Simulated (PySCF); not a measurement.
Q: Write Cartesian coordinates for `ClB(N(B)B)C` as optimised with PBE0-D3(BJ)/def2-SVP.

A: 
```xyz
13
CH7B3ClN angstrom
B      1.2714    0.0764    0.8600
N      1.2984   -1.0438    1.7664
B      0.0635   -1.7722    1.9517
B      2.5484   -1.3931    2.4420
C      3.8761   -0.5756    2.2951
Cl     2.5884   -2.8204    3.4886
H      2.2646    0.7290    0.6610
H      0.2410    0.3541    0.3006
H      0.0093   -2.7130    2.6983
H     -0.9099   -1.4078    1.3413
H      4.6837   -0.9832    2.9159
H      3.7191    0.4811    2.5666
H      4.2123   -0.5660    1.2451
```

Orientation and origin are arbitrary. Atoms count from 1 in this order. B1 (three-coordinate boron) is planar (angles 120.6°, 120.2° and 119.2°, sum 360.0°, 0.00 Å off the plane of its three neighbours). N2 (boron-bound nitrogen) is planar (angles 123.4°, 119.5° and 117.1°, sum 360.0°, 0.00 Å off the plane of its three neighbours). The 3 B–N bonds span 1.441 Å (B1–N2, drawn single) to 1.463 Å (N2–B4, drawn single), a spread of 0.022 Å. Of the pairs four or more bonds apart, C5···H7 is among the closest relative to their van der Waals radii: 2.64 Å, 91 % of the sum of Bondi's values.

Bonds between heavy atoms (Å): B1–N2 1.441, N2–B3 1.446, N2–B4 1.463, B4–C5 1.566, B4–Cl6 1.770.

Computed with PySCF, PBE0-D3(BJ)/def2-SVP geometry optimisation, gas phase.

Point group: near Cs, missed by 0.16 Å at most; the miss may be what the optimiser left on a soft mode. Stationary, but not proved a minimum.
